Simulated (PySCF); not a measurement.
HN2 (SMILES N#[NH+]), charge +1, singlet, geometry from GFN2-xTB; DF-M062X/pcseg-1 (PySCF).

Input for PySCF:
```python
from pyscf import gto, scf, dft

mol = gto.M(
    atom='''
N    -0.000000   -0.000000   -0.644814
N     0.000000    0.000000    0.435382
H     0.000000    0.000000    1.466024
''',
    basis='pcseg-1',
    charge=1,
    spin=0,
    verbose=4,
)

mf = dft.RKS(mol)
mf.xc = 'm062x'
mf = mf.density_fit(auxbasis='def2-universal-jkfit')
mf.kernel()
```

Problem. What does PySCF print? Leave out banner, timings and long lists.

Solution. 
```
PySCF version 2.14.0

[INPUT] verbose = 4
[INPUT] num. atoms = 3
[INPUT] num. electrons = 14
[INPUT] charge = 1
[INPUT] spin (= nelec alpha-beta = 2S) = 0
[INPUT] symmetry False subgroup None
[INPUT] Mole.unit = angstrom
[INPUT] Symbol           X                Y                Z      unit          X                Y                Z       unit  Magmom
[INPUT]  1 N      0.000000000000   0.000000000000  -0.644814000000 AA    0.000000000000   0.000000000000  -1.218521861285 Bohr   0.0
[INPUT]  2 N      0.000000000000   0.000000000000   0.435382000000 AA    0.000000000000   0.000000000000   0.822752739565 Bohr   0.0
[INPUT]  3 H      0.000000000000   0.000000000000   1.466024000000 AA    0.000000000000   0.000000000000   2.770383852039 Bohr   0.0

nuclear repulsion = 29.3535866739844
number of shells = 8
number of NR pGTOs = 57
number of NR cGTOs = 33
basis = pcseg-1
ecp = {}

******** <class 'pyscf.df.df_jk.DFRKS'> ********
method = DFRKS
initial guess = minao
damping factor = 0
level_shift factor = 0
DIIS = <class 'pyscf.scf.diis.CDIIS'>
diis_start_cycle = 1
diis_space = 8
diis_damp = 0
SCF conv_tol = 1e-09
SCF conv_tol_grad = None
SCF max_cycles = 50
direct_scf = False
XC library pyscf.dft.libxc version 7.1.2
    S. Lehtola, C. Steigemann, M. J. T. Oliveira, and M. A. L. Marques,  SoftwareX 7, 1–5 (2018)
XC functionals = m062x
    Y. Zhao and D. G. Truhlar,  Theor. Chem. Acc. 120, 215 (2008)
    Y. Zhao and D. G. Truhlar,  Theor. Chem. Acc. 120, 215 (2008)
radial grids:
    Treutler-Ahlrichs [JCP 102, 346 (1995); DOI:10.1063/1.469408] (M4) radial grids

becke partition: Becke, JCP 88, 2547 (1988); DOI:10.1063/1.454033
pruning grids: <function nwchem_prune>
grids dens level: 3
symmetrized grids: False
atomic radii adjust function: <function treutler_atomic_radii_adjust>
small_rho_cutoff = 0
Set gradient conv threshold to 3.16228e-05
Initial guess from minao.
tot grids = 37616
******** <class 'pyscf.df.df.DF'> ********
auxbasis = def2-universal-jkfit
init E= -110.339905680737
  HOMO = -0.466077730546662  LUMO = -0.0245377698917584  gap/eV = 12.01491
cycle= 1 E= -109.599523150677  delta_E= 0.74  |g|= 0.476  |ddm|= 1.85
  HOMO = -0.929800889462592  LUMO = -0.400828754633629  gap/eV = 14.39406
cycle= 2 E= -109.619937258023  delta_E= -0.0204  |g|= 0.458  |ddm|= 0.667
  HOMO = -0.926430721466655  LUMO = -0.342953922652854  gap/eV = 15.87721
cycle= 3 E= -109.652838177326  delta_E= -0.0329  |g|= 0.189  |ddm|= 0.31
  HOMO = -0.886611207879018  LUMO = -0.316803113687121  gap/eV = 15.50527
cycle= 4 E= -109.659473677941  delta_E= -0.00664  |g|= 0.0317  |ddm|= 0.132
  HOMO = -0.893294744588093  LUMO = -0.318497375276438  gap/eV = 15.64103
cycle= 5 E= -109.659677373785  delta_E= -0.000204  |g|= 0.00128  |ddm|= 0.0189
  HOMO = -0.893107612120352  LUMO = -0.318264993564019  gap/eV = 15.64226
cycle= 6 E= -109.65967793492  delta_E= -5.61e-07  |g|= 0.000169  |ddm|= 0.00155
  HOMO = -0.893088435908734  LUMO = -0.318260539009669  gap/eV = 15.64186
cycle= 7 E= -109.659677943955  delta_E= -9.04e-09  |g|= 5.7e-05  |ddm|= 0.000287
  HOMO = -0.893101602420775  LUMO = -0.318266701374355  gap/eV = 15.64205
cycle= 8 E= -109.659677944606  delta_E= -6.51e-10  |g|= 6.62e-06  |ddm|= 8.5e-05
  HOMO = -0.893102830820664  LUMO = -0.318266453076177  gap/eV = 15.64209
Extra cycle  E= -109.659677944594  delta_E= 1.2e-11  |g|= 1.02e-05  |ddm|= 1.04e-05
converged SCF energy = -109.659677944594
```
